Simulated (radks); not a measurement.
Task: Radial electron density D(r) = 4 pi r^2 rho(r) of an atom or ion with 9 electrons. All-electron calculation, scalar-relativistic Kohn-Sham, B86b exchange with PBE correlation, spin-polarised, spherical densities, point nucleus. Program: a radial shooting solver on a logarithmic mesh with Libxc functionals.

r (bohr)  D(r) (e/bohr)  spin D(r)
0.01306          0.7709  0.0000359
0.01449          0.9245  0.0000470
0.01608           1.106  0.0000621
0.01799           1.336  0.0000847
0.01996           1.587   0.000114
0.02215           1.877   0.000156
0.02457           2.212   0.000214
0.02749           2.625   0.000304
0.0305            3.060   0.000425
0.03384           3.546   0.000597
0.03755           4.084   0.000843
0.042             4.715    0.00123
0.04661           5.344    0.00174
0.05171           6.004    0.00247
0.05738           6.679    0.00351
0.06367           7.350    0.00497
0.07122           8.040    0.00722
0.07902           8.619     0.0102
0.08768           9.106     0.0142
0.09729           9.469     0.0198
0.1088            9.683     0.0281
0.1207            9.693     0.0386
0.134             9.504     0.0525
0.1487            9.118     0.0707
0.1663            8.501     0.0964
0.1845            7.780      0.127
0.2047            6.975      0.165
0.2272            6.156      0.211
0.2541            5.345      0.272
0.2819            4.737      0.337
0.3128            4.327      0.412
0.3471            4.149      0.495
0.3883            4.220      0.589
0.4308            4.495      0.677
0.478             4.906      0.760
0.5304            5.369      0.830
0.5886            5.794      0.882
0.6583            6.112      0.910
0.7305            6.213      0.906
0.8106            6.094      0.873
0.8994            5.757      0.812
1.006             5.185      0.722
1.116             4.517      0.622
1.239             3.782      0.516
1.374             3.043      0.410
1.537             2.300      0.306
1.706             1.700      0.221
1.893             1.205      0.152
2.1              0.8181     0.0994
2.349            0.5132     0.0586
2.606            0.3172     0.0333
2.892            0.1865     0.0174
3.209            0.1039    0.00811
3.589           0.05171    0.00300
3.983           0.02521   0.000890
4.419           0.01139  0.0000980

What is the nuclear charge?

Result: Z = 9. The innermost maximum, from 1s, lies near gamma/Z bohr with gamma = sqrt(1 - (Z/c)^2) = 0.998, here 0.111 bohr (found: 0.115), and its height grows with Z. The density is that of neutral fluorine in [He] 2s2 2p5; the configuration itself is not fixed sharply by these data. D(r) has 2 maxima, at r = 0.115, 0.730 bohr, and minima at 0.356 bohr, inside which lie 2.21 electrons.
